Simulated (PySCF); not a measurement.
Compound: potassium hydride, KH.
Atom-mapped SMILES: `[KH:1]` (hydrogens: H2 on K1)

Level: wB97X-D/pcSseg-2 in PySCF, non-relativistic, on one gas-phase PBE0-D3(BJ)/def2-TZVP geometry that isn't relaxed in the solvent. The solvent is an IEF-PCM continuum (cavity from Bondi-type radii × 1.2). Only the electrostatic response of the medium enters.

Gas phase at wB97X-D/pcSseg-2: HOMO -6.00 eV, LUMO 0.19 eV, dipole 8.45 D.

Problem. What does the continuum do to the energy, the frontier levels and the dipole at wB97X-D/pcSseg-2 in chloroform?

Solution. 
```
   solvent      ε  E(solvent) − E(gas) (kcal/mol)  polarisation term (kcal/mol)  distortion of the solute (kcal/mol)  HOMO (eV)  LUMO (eV)  dipole (D)
chloroform  4.711                          -13.56                        -16.05                                 2.49      -7.02       0.59        9.80
```

The first energy column is the sum of the next two and covers electrostatics alone.

Problem. Which radius a makes the point-dipole formula ΔE = −[(ε − 1)/(2ε + 1)]·μ²/a³ give the value in chloroform, with the gas-phase dipole?

Solution. μ = 3.325 au and |ΔE| = 0.02161 Eh give a = 3.00 Å; the farthest nucleus lies 1.13 Å from the centroid of the nuclei. The formula assumes a rigid point dipole at the centre of a sphere.

Note: wB97X-D ran without an empirical dispersion term, which enters the total energy and its gradient alone.
